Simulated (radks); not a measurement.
Bi77+, 6 electrons, occupied as [He] 2s2 2p2.

Method: scalar-relativistic Kohn-Sham, r2SCAN, spin-polarised, spherical densities, finite nucleus; open shells are filled with parallel spins first (spin-orbit coupling, left out, can overturn this in heavy ions); meta-GGA in the generalised Kohn-Sham scheme; Fermi nuclear charge, rms radius 5.5211 fm; computed with a radial shooting solver on a logarithmic mesh with Libxc functionals.

Energy parts (hartree):
total: -11147.0527
kinetic: 13532.9231
electron-nucleus: -24979.7908
Hartree: 404.6212
exchange-correlation: -104.8061

Orbitals (lengths in bohr, moments of r in powers of bohr; r(90%) holds 90 % of the orbital's charge):
| orbital | occ. | eigenvalue (hartree) | r(90%) |
|---|---|---|---|
| 1s up | 1 | -3674.374 | 0.0289 |
| 1s down | 1 | -3672.028 | 0.0289 |
| 2s up | 1 | -900.3932 | 0.0998 |
| 2s down | 1 | -896.5387 | 0.1000 |
| 2p up | 2 | -818.5753 | 0.0942 |
| 2p down | 0 | -814.0127 | 0.0945 |
| 3s up | 0 | -378.0187 | 0.222 |
| 3s down | 0 | -375.4242 | 0.221 |
| 3p up | 0 | -354.0463 | 0.222 |
| 3p down | 0 | -351.2664 | 0.221 |

The highest occupied level is 2p up at -22275 eV. The electron density at the nucleus is 3.131e+06 e/bohr^3 (large components only). The spin density at the nucleus is -230 e/bohr^3 (1s -1580, 2s 1350).
